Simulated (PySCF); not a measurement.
C₄H₇FSi. Atoms are numbered in the order given.

```xyz
13

C     -0.3817     3.2841     0.0000
C     -0.3437     1.9417     0.0000
C      0.8875     1.1619     0.0000
C      0.9542    -0.1872     0.0000
Si    -0.4910    -1.3638     0.0000
F      0.1302    -2.8732     0.0000
H      0.5391     3.8759     0.0000
H     -1.3269     3.8317     0.0000
H     -1.2913     1.3878     0.0000
H      1.8157     1.7484     0.0000
H      1.9499    -0.6484     0.0000
H     -1.3408    -1.2228     1.2150
H     -1.3408    -1.2228    -1.2150
```
Charge 0, spin multiplicity 1.

Geometry: B3LYP-D3(BJ)/def2-SVP. The structure was generated by enumeration; whether it is a known compound was not checked. The values are those of a single conformer.

The numbers are results of PBE/pcSseg-1 run with PySCF, not measurements.

GIAO shieldings, no solvent; atoms listed in one row are averaged. δ = σ(ref) − σ: ¹³C against TMS (σ = 182.0 ppm); ²⁹Si against TMS (σ = 335.4 ppm); ¹⁹F against CFCl3 (σ = 133.6 ppm); ¹H against TMS (σ = 31.49 ppm), references at their B3LYP-D3(BJ)/def2-TZVP geometries, non-relativistic.

```csv
nucleus,atoms,count,δ (ppm)
¹³C,C3,1,157.3
¹³C,C2,1,145.3
¹³C,C4,1,134.4
¹³C,C1,1,131.3
²⁹Si,Si5,1,-2.3
¹⁹F,F6,1,-260.2
¹H,H10,1,7.08
¹H,H9,1,6.54
¹H,H11,1,6.19
¹H,"H12, H13",2,6.11
¹H,H8,1,5.89
¹H,H7,1,5.79
```
